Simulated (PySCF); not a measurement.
Species: CH9GaN2.
Atom-mapped SMILES: `[CH3:1][NH:2][GaH2-:3][NH3+:4]` (hydrogens: H5, H6, H7 on C1; H8 on N2; H9, H10 on Ga3; H11, H12, H13 on N4)

Structure used (PBE0-D3(BJ)/def2-SVP), in Å, numbered top down from 1:
```
atom  x, y, z in Å
C1     1.992    0.377   -0.056
N2     0.935   -0.507    0.353
Ga3   -0.605   -0.898   -0.607
N4    -1.955    0.500    0.377
H5     1.668    0.984   -0.918
H6     2.295    1.097    0.734
H7     2.920   -0.140   -0.378
H8     1.232   -1.169    1.061
H9    -1.328   -2.243   -0.200
H10   -0.677   -0.269   -2.056
H11   -1.943    0.325    1.382
H12   -2.923    0.463    0.057
H13   -1.610    1.448    0.231
```

Computed with PBE0-D3(BJ)/def2-SVP geometry optimisation, gas phase in PySCF 2.14.0.

Masses are those of the commonest isotopes; rigid-rotor values at the optimised geometry. The values belong to one conformer with, in the numbering `[CH3:1][NH:2][GaH2-:3][NH3+:4]`, C1–N2–Ga3–N4 -97°.

Problem. Give the principal moments of inertia and the rotational constants in MHz.

Solution. Ia = 75.39, Ib = 181.56, Ic = 228.16 u·Å²; 505379 MHz·u·Å²/I gives A = 6704, B = 2784, C = 2215 MHz.

Problem. Classify the top.

Solution. An asymmetric top; Ray's κ = -0.747.

Problem. What does the inertial defect say?

Solution. Not planar: Δ = Ic − Ia − Ib = -28.78 u·Å². For a rigid frame Δ = −2 Σ m c², so Σ m c² = 14.39 u·Å² lies off the ab plane: 9.19 from hydrogen and 5.20 from heavier atoms. The atom farthest from that plane is 1.60 Å away.

Problem. Which types of transition are allowed, and where do some lines up to J = 4 fall?

Solution. The dipole components are |μa| = 2.13 D, |μb| = 3.94 D, |μc| = 0.48 D. The squared components, which scale the intensities, stand as 0.29 : 1.00 : 0.02 (a : b : c). Some lines, for components of 0.1 D or more:

```tsv
type	branch	J(Ka,Kc)	MHz	lower level (cm⁻¹)
a	Q	1(1,0) ← 1(1,1)	569	0.298
a	Q	4(2,2) ← 4(2,3)	826	2.227
c	Q	4(1,4) ← 4(0,4)	2049	1.640
c	Q	2(1,2) ← 2(0,2)	3409	0.498
b	Q	1(1,0) ← 1(0,1)	4489	0.167
a	Q	4(1,3) ← 4(1,4)	5661	1.708
a	R	2(1,2) ← 1(1,1)	9429	0.298
a	R	2(0,2) ← 1(0,1)	9940	0.167
a	R	2(1,1) ← 1(1,0)	10566	0.316
c	Q	2(2,1) ← 2(1,1)	11761	0.669
b	R	2(1,2) ← 1(0,1)	13349	0.167
b	Q	2(2,1) ← 2(1,2)	13467	0.612
a	R	3(2,1) ← 2(2,0)	15222	1.063
b	Q	4(2,3) ← 4(1,4)	15551	1.708
a	R	3(1,2) ← 2(1,1)	15811	0.669
a	R	4(2,2) ← 3(2,1)	20492	1.571
b	Q	3(3,1) ← 3(2,2)	21058	1.561
b	R	4(1,4) ← 3(0,3)	21500	0.991
c	R	2(2,1) ← 1(1,1)	22895	0.298
b	R	2(2,0) ← 1(1,1)	22953	0.298
c	R	4(1,3) ← 3(0,3)	27161	0.991
b	R	3(2,1) ← 2(1,2)	28746	0.612
c	R	3(3,0) ← 2(2,0)	35999	1.063
c	R	4(3,1) ← 3(2,1)	40899	1.571
c	R	4(3,2) ← 3(2,2)	41157	1.561
c	R	4(4,1) ← 3(3,1)	49437	2.264
b	R	4(4,0) ← 3(3,1)	49438	2.264
```

No PBE0-D3(BJ)/def2-SVP frequencies stand behind this structure, so it isn't proved a minimum. No vibrational averaging or centrifugal distortion is included, and the geometry carries the error of its method. A rigid rotor knows nothing of inversion at nitrogen or internal rotation, which can split or shift real lines. Quadrupole hyperfine structure (14N, 69Ga) is left out.
